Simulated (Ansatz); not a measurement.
Consider the silylene formation by 1,1-elimination: `O[SiH2][SiH](Cl)Cl` → `O[SiH](Cl)Cl` + `[SiH2]`.

Program: Ansatz. Geometries: PBE0-D4/def2-TZVP. ΔE: electronic, gas phase. CBS: MP2 limit from def2 TZ/QZ plus the TZ coupled-cluster correction, frozen cores. This one scheme is used for every species. Functionals use def2-TZVPP. B3LYP here is the variant with VWN-RPA as its local correlation; programs differ in this. HSE06 is defined as in plane-wave codes. Each species was taken in one conformer, which may not be the lowest.

```
             level  ΔE (kcal/mol)  difference from CCSD(T)/CBS
       LDA (SPW92)           57.0                          8.2
            PBE-D4           52.7                          3.9
         revPBE-D4           51.2                          2.4
           BLYP-D4           47.3                         -1.5
            B97M-V           48.1                         -0.7
           PBE0-D4           53.5                          4.7
          B3LYP-D4           48.8                          0.0
        r2SCANh-D4           53.9                          5.1
        r2SCAN0-D4           53.9                          5.1
          HSE06-D4           53.5                          4.7
          BHLYP-D4           50.1                          1.3
      CAM-B3LYP-D4           49.3                          0.5
           ωB97X-V           51.5                          2.7
           ωB97M-V           46.7                         -2.1
            B2PLYP           47.3                         -1.5
          PBE-QIDH           52.5                          3.7
               PBE           50.6                          1.8
            revPBE           47.4                         -1.4
              BLYP           43.3                         -5.5
           r2SCANh           53.3                          4.5
           r2SCAN0           53.2                          4.4
             HSE06           51.7                          2.9
             BHLYP           46.9                         -1.9
         CAM-B3LYP           47.3                         -1.5
           LC-ωPBE           53.1                          4.3
       HF/def2-SVP           41.1                         -7.7
      MP2/def2-SVP           46.8                         -2.0
     CCSD/def2-SVP           42.2                         -6.6
  CCSD(T)/def2-SVP           43.1                         -5.7
     HF/def2-TZVPP           42.7                         -6.1
    MP2/def2-TZVPP           50.2                          1.4
SCS-MP2/def2-TZVPP           47.7                         -1.1
   CCSD/def2-TZVPP           45.4                         -3.4
CCSD(T)/def2-TZVPP           46.6                         -2.2
     HF/def2-QZVPP           42.8                         -6.0
    MP2/def2-QZVPP           51.6                          2.8
SCS-MP2/def2-QZVPP           49.0                          0.2
      HF/CBS(def2)           42.8                         -6.0
     MP2/CBS(def2)           52.5                          3.7
    CCSD/CBS(def2)           47.6                         -1.2
       CCSD(T)/CBS           48.8                            0
```

Largest T1 diagnostic among the species: 0.014.

The D4 term adds +3.3 kcal/mol with B3LYP and +1.9 kcal/mol with PBE0; it sums over pairs of atoms, weighted by their polarisabilities, and B3LYP, whose exchange is more repulsive, gets the larger term. From BLYP to BHLYP (50 % exact exchange), in def2-TZVPP and without D4, ΔE moves by +3.6 kcal/mol. In def2-TZVPP, CCSD(T) changes the Hartree–Fock value by +3.9 kcal/mol (the triples alone add +1.2 kcal/mol) and MP2 by +7.5 kcal/mol.
